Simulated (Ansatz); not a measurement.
A nudged elastic band was laid between two geometries of a periodic cell of 19 atoms, LiC18 (surface graphene monolayer, adsorbate Li).

Computed with DFT PBE, scalar-relativistic, plane waves, PAW in Ansatz 0.2.0. Settings: cutoff 420 eV, k mesh 2x2x1, fermi-dirac smearing 0.05 eV, spin collinear.

| Quantity | Value |
| --- | --- |
| movable images | 5 |
| climbing image | yes |
| spring | 5.0 eV/Å² |
| optimiser | quadratic models (default) |
| start path | straight line |
| force threshold | 0.05 eV/Å |
| iteration limit | 71 |
| end points | relaxed |

Initial state:

```xyz
19
Lattice="7.3980 0.0000 0.0000 -3.6990 6.4069 0.0000 0.0000 0.0000 11.0000" Properties=species:S:1:pos:R:3
C -0.002 -0.050 1.022
C 1.231 0.662 1.023
C -1.235 2.078 1.011
C 0.004 2.794 1.012
C -2.474 4.225 1.012
C -1.235 4.940 1.013
C 2.464 -0.044 1.024
C 3.697 0.662 1.023
C 1.237 2.082 1.023
C 2.464 2.797 1.023
C 0.004 4.225 1.012
C 1.237 4.936 1.024
C 4.930 -0.050 1.022
C 6.163 0.655 1.023
C 3.692 2.082 1.023
C 4.924 2.794 1.012
C 2.464 4.221 1.023
C 3.692 4.936 1.024
Li -1.235 3.507 2.683
```

Final state:

```xyz
19
Lattice="7.3980 0.0000 0.0000 -3.6990 6.4069 0.0000 0.0000 0.0000 11.0000" Properties=species:S:1:pos:R:3
C -0.002 -0.050 1.023
C 1.226 0.665 1.024
C -1.235 2.085 1.022
C -0.002 2.791 1.023
C -2.473 4.218 1.023
C -1.241 4.929 1.012
C 2.458 -0.047 1.012
C 3.697 0.669 1.013
C 1.231 2.085 1.022
C 2.464 2.797 1.023
C -0.002 4.214 1.011
C 1.237 4.929 1.012
C 4.936 -0.047 1.012
C 6.169 0.665 1.024
C 3.697 2.092 1.024
C 4.930 2.797 1.023
C 2.470 4.218 1.023
C 3.697 4.933 1.023
Li -0.002 5.642 2.683
```

(1) Which bonds break or form, and what moves?

(2) What energy profile does the band end with?

(3) What is the geometry of the highest image?

The band took 5 iterations and about 5 core-minutes.

## Answers

(1) Contacts lost: C3–Li19, C4–Li19, C5–Li19, C16–Li19. Contacts made: C7–Li19, C8–Li19, C12–Li19, C13–Li19. The atom that moves furthest is Li19, by 2.47 Å.

(2) It converged. The highest image is number 3 of 0 to 6, 0.35 eV above the ends, which have the same energy within 2 meV. By the program's own check the climbing image is of a kind that is not told: the force calls were inconclusive, a negative curvature could not be distinguished from the path's own, the only one lies far off the path, or fixed occupations may fill a level only in part (lowest curvatures found: -0.92 and 0.23 eV/Å²). Limits of this set-up: slab without dipole correction.

```csv
image,path coordinate (Å),energy (eV),C3–Li19 (Å),C4–Li19 (Å),C5–Li19 (Å)
0,0.00,0.00,2.20,2.20,2.20
1,0.41,0.10,2.47,2.28,2.28
2,0.82,0.28,2.82,2.45,2.45
3,1.23,0.35,3.17,2.66,2.66
4,1.64,0.28,3.49,2.86,2.86
5,2.05,0.11,3.79,3.07,3.07
6,2.46,0.00,4.11,3.30,3.30
```

(3) 
```xyz
19
Lattice="7.3980 0.0000 0.0000 -3.6990 6.4069 0.0000 0.0000 0.0000 11.0000" Properties=species:S:1:pos:R:3
C -0.002 -0.050 1.021
C 1.229 0.663 1.024
C -1.236 2.082 1.019
C -0.001 2.792 1.002
C -2.473 4.219 1.002
C -1.239 4.935 0.939
C 2.464 -0.045 1.002
C 3.699 0.665 1.019
C 1.234 2.084 1.024
C 2.465 2.797 1.021
C 0.003 4.218 0.939
C 1.236 4.935 1.002
C 4.932 -0.047 1.019
C 6.164 0.661 1.028
C 3.696 2.086 1.028
C 4.928 2.794 1.019
C 2.466 4.219 1.024
C 3.695 4.934 1.024
Li -0.618 4.576 2.870
```

The run took 2.9 min on 2 threads of Arm Neoverse V2 (shared host), peak memory 1.6 GiB.
